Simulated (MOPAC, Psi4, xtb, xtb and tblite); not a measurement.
Conformational energy of C3H11BSi, SMILES B[SiH2]C(C)C. Scanned: dihedral B1–Si2–C3–C4; all other coordinates were relaxed at GFN2-xTB. Heavy atoms are numbered in the order of the SMILES B[SiH2]C(C)C, hydrogens after them in the order of the atoms that carry them; the mirror image has the same energies with the sign of each dihedral reversed.

Computed with: GFN2-xTB (xtb and tblite); GFN1-xTB // GFN2-xTB (xtb); PM7, restricted, heats of formation // GFN2-xTB (MOPAC); PBE-D3(BJ)/def2-TZVP // GFN2-xTB (Psi4).

Energies relative to the lowest point of each profile, in kcal/mol; the last columns give the difference from PBE-D3(BJ):

| φ / ° | GFN2-xTB | GFN1-xTB | PM7 | PBE-D3(BJ)/def2-TZVP | GFN2-xTB − PBE-D3(BJ)/def2-TZVP | GFN1-xTB − PBE-D3(BJ)/def2-TZVP | PM7 − PBE-D3(BJ)/def2-TZVP |
|---|---|---|---|---|---|---|---|
| -150 | 0.77 | 0.73 | 1.00 | 1.09 | -0.33 | -0.36 | -0.09 |
| -120 | 1.53 | 1.59 | 1.28 | 2.14 | -0.61 | -0.55 | -0.86 |
| -90 | 0.62 | 0.70 | 0.53 | 1.14 | -0.52 | -0.44 | -0.61 |
| -60 | 0.00 | 0.06 | 0.00 | 0.52 | -0.52 | -0.46 | -0.52 |
| -30 | 0.75 | 0.88 | 0.72 | 1.36 | -0.62 | -0.49 | -0.64 |
| 0 | 1.52 | 1.57 | 1.31 | 2.12 | -0.60 | -0.55 | -0.82 |
| 30 | 0.63 | 0.54 | 0.89 | 0.84 | -0.20 | -0.29 | 0.05 |
| 60 | 0.19 | 0.01 | 0.39 | 0.00 | 0.19 | 0.01 | 0.39 |
| 90 | 0.95 | 0.66 | 1.00 | 0.70 | 0.25 | -0.04 | 0.30 |
| 120 | 1.55 | 1.20 | 1.53 | 1.38 | 0.17 | -0.18 | 0.15 |
| 150 | 0.84 | 0.54 | 0.88 | 0.54 | 0.30 | 0.00 | 0.34 |
| 180 | 0.17 | 0.00 | 0.38 | 0.01 | 0.16 | -0.01 | 0.37 |

GFN2-xTB is furthest from PBE-D3(BJ)/def2-TZVP at -30 (-0.62 kcal/mol, below); its mean absolute difference over the points is 0.37 kcal/mol.

GFN1-xTB is furthest from PBE-D3(BJ)/def2-TZVP at -120 (-0.55 kcal/mol, below); its mean absolute difference over the points is 0.28 kcal/mol.

PM7 is furthest from PBE-D3(BJ)/def2-TZVP at -120 (-0.86 kcal/mol, below); its mean absolute difference over the points is 0.43 kcal/mol.
